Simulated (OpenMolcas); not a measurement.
## Ne4+: the spin-orbit constant, Slater's ratio, worked from levels

```yaml
Program: OpenMolcas 26.06
Basis: ANO-RCC-VQZP [5s4p3d2f1g]
Scalar_Hamiltonian: DKH2, point nucleus
Active_space: 4 electrons in 4 orbitals (2s 2p)
State_averaging: 2S+1 = 3 even, 3 roots; 2S+1 = 1 even, 6 roots; 2S+1 = 5 odd, 1 root; 2S+1 = 3 odd, 5 roots
Spin-orbit_coupling: state interaction with AMFI integrals over the reference wave functions, term energies averaged over their components
```

Methods: CASSCF; SS-CASPT2, IPEA 0.25 Eh, imaginary shift 0.1 Eh (closed shells correlated: 1s). Measured levels: NIST levels in Podobedova, Fuhr, Reader and Wiese, J. Phys. Chem. Ref. Data 33, 525 (2004).

**The spin-orbit constant.** For the Hund term 3P of p2, E(J) = (A/2) J(J+1) + constant and ζ = 2S·A = 2A. From J = 0 to J = 2 the energy changes by 3 A.

```tsv
Source	E(2) - E(0)	A	ζ
CASSCF	1130.4	376.8	754
SS-CASPT2	1128.9	376.3	753
measured	1110.1	370.0	740
```

All in cm-1. SS-CASPT2 is off by +1.7 % and CASSCF by +1.8 %. Both methods take the spin-orbit matrix elements from the reference wave functions, so the second can move ζ only through the term energies and any multistate remixing. Second-order mixing with other terms is absorbed into this ζ.

**Slater's ratio.** With one set of orbitals, p2 has 1D - 3P = 6 F2 and 1S - 1D = 9 F2 (F2 = F²/25), a ratio of 3/2. Term energies are centres of gravity, weighted by 2J + 1.

```
   Source  1D - 3P  1S - 3P  F2 from the first  Ratio
   CASSCF    32207    60316               5368  0.873
SS-CASPT2    29682    62788               4947  1.115
 measured    29537    63159               4923  1.138
```

Energies in cm-1. A ratio away from 3/2 shows effects beyond one configuration with one set of orbitals, and in heavier atoms second-order spin-orbit shifts. In CASSCF the valence s occupation is 1.89 in 1S against 1.97 in 1D: mixing out of s² acts most on 1S and pulls it down.

Term energies are means over components that CASPT2 splits; among the terms shown or strongly mixed into the levels shown the widest spread is 12 cm-1 (2s2 2p2 1D, SS-CASPT2). Computed and measured levels are paired by configuration, term and J; levels that our copy of the source lacks, or whose pairing is in doubt (as where it misses far off the trend of its configuration), stay unpaired and out of the deviations. Levels of configurations outside the active space are missing.
